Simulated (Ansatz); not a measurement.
Relaxation of Cl$_{2}$GaH$_{2}$N (6 atoms, charge 0, multiplicity 1), to a largest force component of 0.02 eV/Å in at most 40 steps.

The calculation used RKS r2SCAN/def2-SVP in Ansatz.

```xyz
6
Properties=species:S:1:pos:R:3
Ga 0.000 0.000 0.000
N 0.000 0.000 1.930
H -0.877 -0.271 2.460
H 0.877 0.271 2.460
Cl 1.940 0.000 -1.120
Cl -1.940 0.000 -1.120
```

Question: Where does it end, and by what steps?

Answer: It converged. After 7 steps the energy has fallen by 0.534 eV; H3 moved furthest, 0.24 Å.

```csv
step,energy less start (eV),largest force component (eV/Å),accepted
0,0.0000,1.710,yes
1,-0.4626,1.121,yes
2,-0.5157,0.649,yes
3,-0.5133,1.377,no
4,-0.5276,0.252,yes
5,-0.5324,0.179,yes
6,-0.5335,0.047,yes
7,-0.5337,0.001,yes
```

```xyz
6
Properties=species:S:1:pos:R:3
Ga 0.000 0.000 0.049
N 0.000 0.000 1.837
H -0.845 -0.047 2.394
H 0.845 0.047 2.394
Cl 1.837 0.100 -1.032
Cl -1.837 -0.100 -1.032
```

Whether the end is a true minimum wasn't checked by a vibrational analysis.

Time of the run: 27 s on 4 threads of Arm Neoverse N1 (shared host), peak memory 0.17 GiB.
